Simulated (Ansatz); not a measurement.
`CC(=O)[SiH2][SiH3]`, charge 0, multiplicity 1.

Problem. Give a relaxed structure at PBE0-D4/def2-TZVP (the Gaussian-basis code of Ansatz). (Best estimate.)

Solution. Ansatz gave: 
Z-matrix (Å, degrees):
```
C
C 1 1.502
H 1 1.091 2 110.6
H 1 1.095 2 109.4 3 -121.4
H 1 1.095 2 109.9 3 121.9
O 2 1.208 1 122.3 3 3.2
Si 2 1.939 1 119.4 3 -174.7
Si 7 2.340 2 107.4 1 95.2
H 7 1.484 2 107.9 1 -144.6
H 7 1.491 2 110.8 1 -24.4
H 8 1.487 7 110.8 2 -179.6
H 8 1.486 7 110.0 2 59.5
H 8 1.489 7 109.2 2 -60.0
```
This is one stationary point; other conformers may exist.
